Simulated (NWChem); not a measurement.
System: C$_{3}$H$_{5}$Br; SMILES C=C(C)Br

```xyz
9

C      1.3099    -1.5286     0.0000
C      0.1130    -0.9438     0.0000
C     -1.2111    -1.6282     0.0000
Br     0.0004     0.9567     0.0000
H      2.2390    -0.9569     0.0000
H      1.3736    -2.6205     0.0000
H     -1.8000    -1.3434     0.8859
H     -1.0766    -2.7196     0.0000
H     -1.8000    -1.3434    -0.8859
```
Atoms are numbered in this order, from 1.

All runs: NWChem. STO-3G and 3-21G are far too small for this property and stand as cheap habits. Structure relaxed at the PBE0/def2-SVP level. Isolated, static molecule. Spin-orbit effects are missing.

GIAO at Hartree-Fock/STO-3G: principal shieldings of C1 are 18.3, 160.0, 210.7 ppm; an isolated tetramethylsilane molecule has σ = 245.0 ppm at the same levels.

Task: Find the isotropic 13C shift, its principal values, the span and the skew.

Result: 
1. σ(iso) = one third of the sum = 129.7 ppm.
2. δ = σ(reference) − σ = 115.3 ppm against tetramethylsilane.
3. δ11, δ22, δ33 = 226.7, 85.0, 34.3 ppm.
4. Span Ω = δ11 − δ33 = 192.4 ppm; skew κ = 3(δ22 − δ(iso))/Ω = -0.47.
